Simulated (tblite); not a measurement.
Species: C5H9F3P (charge +1).
Atom-mapped SMILES: `[CH3:1][CH2:2][P@H+:3]([CH3:4])[C:5]([F:6])=[C:7]([F:8])[F:9]` (hydrogens: H10, H11, H12 on C1; H13, H14 on C2; H15 on P3; H16, H17, H18 on C4)
Bond orders are those of one Lewis drawing.

Computed with GFN2-xTB (tblite), gas phase: L-BFGS steps from a force-field or distance-geometry start until the largest atomic force falls under 0.01 eV/Å.

The end geometry, which sets the zero of energy:
```
atom  x, y, z in Å
C1      2.1980    0.9818   -0.4279
C2      1.4646   -0.2876   -0.8633
P3     -0.1113   -0.4644    0.0097
C4     -0.9782   -2.0120   -0.3117
C5     -1.1643    0.9303   -0.4733
F6     -0.8407    1.5230   -1.6235
C7     -2.2013    1.3056    0.2791
F8     -2.4349    0.6278    1.3912
F9     -3.0472    2.2645    0.0808
H10     3.1505    1.0415   -0.9479
H11     1.6308    1.8765   -0.6753
H12     2.3992    0.9771    0.6415
H13     1.2505   -0.2674   -1.9384
H14     2.0629   -1.1801   -0.6542
H15     0.0714   -0.3189    1.3684
H16    -1.2044   -2.0943   -1.3773
H17    -0.3465   -2.8503   -0.0142
H18    -1.9078   -2.0469    0.2597
```

Problem. These geometries come from the run, each turned onto the end geometry. Order them by energy, lowest first.
A.
```
atom  x, y, z in Å
C1      2.2240    0.9560   -0.4128
C2      1.4596   -0.2791   -0.8822
P3     -0.1043   -0.4365    0.0111
C4     -0.9822   -1.9815   -0.2796
C5     -1.1650    0.9457   -0.4920
F6     -0.8379    1.5473   -1.6346
C7     -2.2286    1.2725    0.2443
F8     -2.4428    0.5557    1.3384
F9     -3.1077    2.2023    0.0584
H10     3.1459    1.0450   -0.9803
H11     1.6481    1.8653   -0.5609
H12     2.4846    0.8805    0.6383
H13     1.2234   -0.2041   -1.9465
H14     2.0391   -1.1935   -0.7291
H15     0.1038   -0.2647    1.3626
H16    -1.1833   -2.0997   -1.3476
H17    -0.3637   -2.8135    0.0575
H18    -1.9215   -1.9916    0.2784
```
B.
```
atom  x, y, z in Å
C1      2.5110    0.6813   -0.3053
C2      1.4087   -0.1418   -0.9684
P3     -0.1234   -0.1739   -0.0101
C4     -0.8576   -1.8116   -0.1026
C5     -1.3716    1.0040   -0.5966
F6     -1.1640    1.6839   -1.7241
C7     -2.5347    1.1120    0.0561
F8     -2.7239    0.3965    1.1522
F9     -3.5640    1.8438   -0.2346
H10     3.3603    0.7382   -0.9821
H11     2.1896    1.6950   -0.0725
H12     2.8494    0.2040    0.6118
H13     1.1954    0.2384   -1.9711
H14     1.7246   -1.1898   -1.0493
H15     0.0772    0.1773    1.3072
H16    -1.5481   -1.8630   -0.9469
H17    -0.0541   -2.5309   -0.2605
H18    -1.3836   -2.0571    0.8201
```
C.
```
atom  x, y, z in Å
C1      2.4456    0.7423   -0.2918
C2      1.3964   -0.1063   -1.0186
P3     -0.1112   -0.2808   -0.0151
C4     -0.9086   -1.9009   -0.0721
C5     -1.2924    0.9743   -0.5926
F6     -0.9652    1.6381   -1.7006
C7     -2.4539    1.1425    0.0421
F8     -2.6638    0.4049    1.1217
F9     -3.4382    1.9336   -0.2382
H10     3.3408    0.7983   -0.9063
H11     2.0907    1.7582   -0.1247
H12     2.7229    0.3009    0.6654
H13     1.1060    0.3607   -1.9679
H14     1.7828   -1.1057   -1.2408
H15     0.1459    0.0369    1.3044
H16    -1.4986   -1.9933   -0.9862
H17    -0.1468   -2.6818   -0.0507
H18    -1.5611   -2.0157    0.7955
```
D.
```
atom  x, y, z in Å
C1      2.3178    0.8575   -0.3689
C2      1.3990   -0.2050   -0.9713
P3     -0.1214   -0.3732    0.0017
C4     -0.9212   -1.9779   -0.1748
C5     -1.2288    0.9644   -0.5261
F6     -0.8591    1.6378   -1.6147
C7     -2.3339    1.2407    0.1695
F8     -2.5958    0.4857    1.2243
F9     -3.2196    2.1608   -0.0318
H10     3.1692    1.0155   -1.0244
H11     1.8064    1.8114   -0.2611
H12     2.6907    0.5446    0.6033
H13     1.1057    0.0718   -1.9925
H14     1.8939   -1.1813   -1.0160
H15     0.1222   -0.1304    1.3391
H16    -1.0293   -2.2062   -1.2370
H17    -0.3052   -2.7428    0.2985
H18    -1.8992   -1.9672    0.3055
```
E.
```
atom  x, y, z in Å
C1      2.2912    0.9158   -0.3969
C2      1.4389   -0.2389   -0.9264
P3     -0.1005   -0.4065    0.0143
C4     -0.9623   -1.9710   -0.2337
C5     -1.1976    0.9508   -0.4822
F6     -0.8631    1.5797   -1.6092
C7     -2.2960    1.2437    0.2182
F8     -2.5282    0.5498    1.3209
F9     -3.2045    2.1322   -0.0287
H10     3.1572    1.0444   -1.0415
H11     1.7434    1.8573   -0.3865
H12     2.6514    0.7076    0.6084
H13     1.1663   -0.0684   -1.9735
H14     1.9789   -1.1881   -0.8672
H15     0.1252   -0.2220    1.3637
H16    -1.0715   -2.1655   -1.3036
H17    -0.3875   -2.7818    0.2181
H18    -1.9501   -1.9329    0.2291
```

Solution. A (0.005 eV), E (0.016 eV), D (0.029 eV), C (0.086 eV), B (0.178 eV).

In the order of the answer:

| step | E above end (eV) | largest force (eV/Å) | rms force component (eV/Å) | rms distance from end (Å) | rms bond change (Å) | bond most changed (Å) |
| --- | --- | --- | --- | --- | --- | --- |
| 93 | 0.005 | 0.13 | 0.033 | 0.068 | 0.002 | C2–H13 -0.004 |
| 81 | 0.016 | 0.05 | 0.018 | 0.181 | 0.001 | P3–H15 +0.002 |
| 65 | 0.029 | 0.10 | 0.029 | 0.266 | 0.001 | C2–P3 +0.003 |
| 27 | 0.086 | 0.07 | 0.029 | 0.469 | 0.003 | C2–P3 +0.009 |
| 6 | 0.178 | 0.35 | 0.093 | 0.537 | 0.002 | P3–C4 -0.006 |

What follows is the cost of the whole relaxation. On an Intel Xeon at 2.50 GHz with one thread, no GPU, shared host with 64 logical CPUs at a one-minute load of 55, this took 3.2 s wall, 2.9 s CPU.
